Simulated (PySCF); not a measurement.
H4SeSiZn.

```xyz
7

Zn    -0.1680    -0.2994     0.3359
Se     0.5753     1.1609    -1.3148
H      1.9538     1.0533    -0.7906
Si    -0.9384    -1.7948     2.0155
H     -1.8523    -2.8317     1.4443
H     -1.6877    -1.0753     3.0912
H      0.2046    -2.5096     2.6635
```

The structure is a stationary point at B3LYP-D3(BJ)/def2-SVP. The values are those of a single conformer.

All values below come from PBE/pcSseg-1 run with PySCF. Non-relativistic, no solvent.

Question: Give the absolute GIAO shielding of each atom: isotropic value and principal components (ppm). (An estimate is asked for; the answer gives what the named calculation found.)

Answer: 
| atom | σ(iso) | σ11 | σ22 | σ33 | span |
|---|---|---|---|---|---|
| Zn1 | 1510.5 | 1045.2 | 1047.8 | 2438.3 | 1393.1 |
| Se2 | 2077.9 | 1931.6 | 2030.4 | 2271.7 | 340.1 |
| H3 | 31.3 | 21.9 | 26.9 | 45.0 | 23.1 |
| Si4 | 471.0 | 469.7 | 471.5 | 472.0 | 2.3 |
| H5 | 27.9 | 24.4 | 25.6 | 33.8 | 9.4 |
| H6 | 27.9 | 24.3 | 25.7 | 33.8 | 9.5 |
| H7 | 28.0 | 24.5 | 25.8 | 33.7 | 9.2 |
